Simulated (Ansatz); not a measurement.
CH7NOSSi (`NC(O)[SiH2]S`) at its PBE0-D4/def2-TZVP geometry, where that method's forces vanish. The species carries charge 0 and has multiplicity 1.

```xyz
12

N    -0.4613   -1.5203   -0.2250
C     0.5776   -0.5201   -0.2704
O     1.2927   -0.5152    0.9514
Si   -0.0509    1.2661   -0.4851
S    -1.5477    1.6045    1.0044
H    -0.6936   -1.8759   -1.1417
H    -1.3037   -1.1744    0.2225
H     1.2449   -0.7841   -1.1052
H     1.3502   -1.4383    1.2272
H     1.0531    2.2558   -0.4004
H    -0.7557    1.4016   -1.7867
H    -0.7058    1.3001    2.0090
```

(1) What forces (eV/Å) does B3LYP-D4/def2-TZVPP give on these atoms in the Gaussian-basis code of Ansatz? (Best estimate.)

Answers

(1) Ansatz gave: 
```
N1  -0.210 -0.150 -0.017
C2   0.073  0.161 -0.369
O3   0.175 -0.048  0.272
Si4  0.107  0.145 -0.217
S5  -0.085  0.027  0.139
H6  -0.015 -0.025  0.010
H7  -0.003 -0.052 -0.012
H8  -0.035  0.007  0.048
H9   0.044 -0.004  0.069
H10 -0.064 -0.068 -0.015
H11  0.053 -0.009  0.076
H12 -0.038  0.015  0.016
```

B3LYP here is the variant with VWN-RPA as its local correlation; programs differ in this.
